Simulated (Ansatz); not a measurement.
Al4As4: single points at one geometry.

```yaml
crystal:
  periodic: [false, false, false]
  atoms:
    - {symbol: Al, position_ang: [-1.347186, 2.410178, 0.991213]}
    - {symbol: Al, position_ang: [0.321143, -0.277408, 1.375839]}
    - {symbol: Al, position_ang: [0.620279, 0.938794, -0.978856]}
    - {symbol: Al, position_ang: [-0.011534, -1.936590, -0.667399]}
    - {symbol: As, position_ang: [1.263864, 1.980646, 1.089983]}
    - {symbol: As, position_ang: [0.998437, -2.525579, 1.356341]}
    - {symbol: As, position_ang: [-1.675177, 0.006077, -0.514346]}
    - {symbol: As, position_ang: [-0.169827, -0.596108, -2.652785]}
basis:
  gaussian: {orbitals: def2-TZVP, initial_orbitals: start.molden}
hamiltonian: {xc: pbe, dispersion: d4}
scf: {omitted_lower_state_checks: [starts]}
output: {forces: true, orbitals: {seedname: orbitals}}
```

The file start.molden holds the orbitals of an earlier run on this structure, at another level or in another basis.

```sh
$ ansatz run in.yaml --threads 4 --pin off --events-out ev --progress --plain --max-ram 4787MiB
```

Output, abridged:

```
Functional definition: PBE
2528 factors; their error is unknown
mean field evaluation 1: about -269707.7381 eV, gradient 2.0e1 eV
mean field evaluation 2: about -269708.0122 eV, gradient 4.1e-1 eV
mean field evaluation 4: about -269707.9873 eV, gradient 1.2e-1 eV
mean field evaluation 8: about -269707.9873 eV, gradient 2.5e-5 eV
mean field -269707.98729867 eV, -9911.5857185861 hartree, gradient 2.5e-5 eV, S^2 0.000000; 0 other end points of the search recorded, 0 dependent functions left out
reference -269707.98734032 eV, -9911.5857201170 hartree; 92, 92 occupied and 248, 248 virtual orbitals, 2528 factors
Total energy: -269708.70448944 eV, -9911.6120748610 hartree
Atom 0 at    -1.347186     2.410178     0.991213 Å, force    -0.064219    -0.061868    -0.011793 eV/Å
Atom 1 at     0.321143    -0.277408     1.375839 Å, force    -0.085532     0.129720     0.058047 eV/Å
Atom 2 at     0.620279     0.938794    -0.978856 Å, force     0.118760     0.068041    -0.052964 eV/Å
Atom 3 at    -0.011534    -1.936590    -0.667399 Å, force    -0.034555    -0.077792    -0.113763 eV/Å
Atom 4 at     1.263864     1.980646     1.089983 Å, force     0.182580     0.185880     0.140501 eV/Å
Atom 5 at     0.998437    -2.525579     1.356341 Å, force     0.153188    -0.262583     0.215600 eV/Å
Atom 6 at    -1.675177     0.006077    -0.514346 Å, force    -0.269931     0.077773     0.108921 eV/Å
Atom 7 at    -0.169827    -0.596108    -2.652785 Å, force    -0.000292    -0.059171    -0.344548 eV/Å
Dipole moment:     0.000337     0.099762    -0.231503 e Å
Checks for a lower state left out: starts
```

Run time 13 s (4 threads of Arm Neoverse V2 on a shared host), peak host memory 0.97 GiB.

The first input with `hamiltonian: {xc: pbe0, dispersion: d4}`, `output: {orbitals: {seedname: orbitals}}` (abridged; 28 s):

```
Functional definition: PBE0
the host lacks memory for fits, so the integrals are decomposed
mean field -269716.89555511 eV, -9911.9130909724 hartree, gradient 6.2e-5 eV, S^2 0.000000
Total energy: -269717.52551806 eV, -9911.9362416838 hartree
Checks for a lower state left out: starts
```

First input, but with `hamiltonian: {xc: r2scan, dispersion: d4}`, `output: {orbitals: {seedname: orbitals}}` (abridged; 24 s):

```
Functional definition: r2SCAN
mean field -269754.86825201 eV, -9913.3085618445 hartree, gradient 1.9e-5 eV, S^2 0.000000
Total energy: -269755.01554213 eV, -9913.3139746564 hartree
Checks for a lower state left out: starts
```

As the first input, with `gaussian: {orbitals: def2-SVP, initial_orbitals: start.molden}`, `correlation: {method: mp2}`, `output: {orbitals: {seedname: orbitals}}` and without the key `hamiltonian` (abridged; 11 s):

```
Functional definition: HF
mean field -269478.73886388 eV, -9903.1609939980 hartree, gradient 2.6e-6 eV, S^2 0.000000; unrestricted orbitals would lower it
56 core orbitals not correlated: weight in the atoms' cores, before any rotation towards them, 1.000 or more for the frozen orbitals, at most 0.000 for the correlated occupied ones
second order -31.85417903 eV of doubles, -0.00000000 eV of singles
Total energy: -269510.59304291 eV, -9904.3316134858 hartree
Checks for a lower state left out: starts
```

Geometry: PBE0-D4/def2-SVP.

Correlated methods freeze 56 core orbitals; core or outer-core shells of As are correlated, in sets that lack core-valence functions. The restricted singlet is unstable towards broken spin symmetry in Hartree–Fock (as tested in another run); at PBE-D4/def2-TZVP, PBE0-D4/def2-TZVP, r2SCAN-D4/def2-TZVP this wasn't settled. At MP2/def2-SVP the restricted singlet (for correlated methods, its reference) is unstable: a solution with broken spin symmetry lies lower. Another isomer (singlet) lies 0.37 eV lower at PBE0-D4/def2-TZVP; other spin states weren't run for this one.
